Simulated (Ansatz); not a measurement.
Input for Ansatz (a quantum-chemistry and plane-wave program): R-PBE0/def2-TZVPPD on AsClH4 (a complex), monomers drawn apart or pushed together. Files ending in .json are basis or fitting sets from the Basis Set Exchange.

Ansatz 0.2 input:
```yaml
crystal:
  periodic: [false, false, false]
  atoms:
    - {symbol: Cl, position_ang: [1.20790380, 0.53037820, 0.65711566]}
    - {symbol: H, position_ang: [0.72764192, 0.27999148, 1.82364411]}
    - {symbol: As, position_ang: [-1.23193546, -0.74509890, 6.63330802]}
    - {symbol: H, position_ang: [-1.80561435, 0.30522029, 5.68635694]}
    - {symbol: H, position_ang: [-1.13178023, -1.78036301, 5.51653182]}
    - {symbol: H, position_ang: [0.19639184, -0.26414709, 6.39365078]}
basis:
  gaussian:
    orbitals: def2-TZVPPD.json
hamiltonian:
  xc: {name: PBE0}
scf: {lower_state_search: off}
```

It printed:

```
WARN ansatz: RAYON_NUM_THREADS=1 ignored (pool sized by the plan → 1); use --threads N
Functional definition: PBE0
these checks for a lower state are left out or cut short: stability, starts, cluster_reference, orbital_swaps, neighbouring_geometries, increment
integrals: 0.07 GiB planned
1007 factors; their error is unknown
mean field: 0.67 GiB planned
mean field evaluation 1: about -73417.0705 eV, gradient 1.4e1 eV
mean field evaluation 2: about -73417.2986 eV, gradient 1.1e1 eV
mean field evaluation 4: about -73417.4859 eV, gradient 3.9e-1 eV
mean field evaluation 8: about -73417.7602 eV, gradient 1.0e-1 eV
mean field -73417.76025957 eV, -2698.0529251939 hartree, gradient 2.7e-6 eV, S^2 0.000000; 0 other end points of the search recorded, 0 dependent functions left out
reference -73417.76030927 eV, -2698.0529270203 hartree; 27, 27 occupied and 146, 146 virtual orbitals, 1007 factors
Total energy: -73417.76030927 eV, -2698.0529270203 hartree
Checks for a lower state left out: stability, starts, cluster_reference, orbital_swaps, neighbouring_geometries, increment
```

The calculation finished and met its thresholds.

Cost: very roughly 2.3 core-seconds.
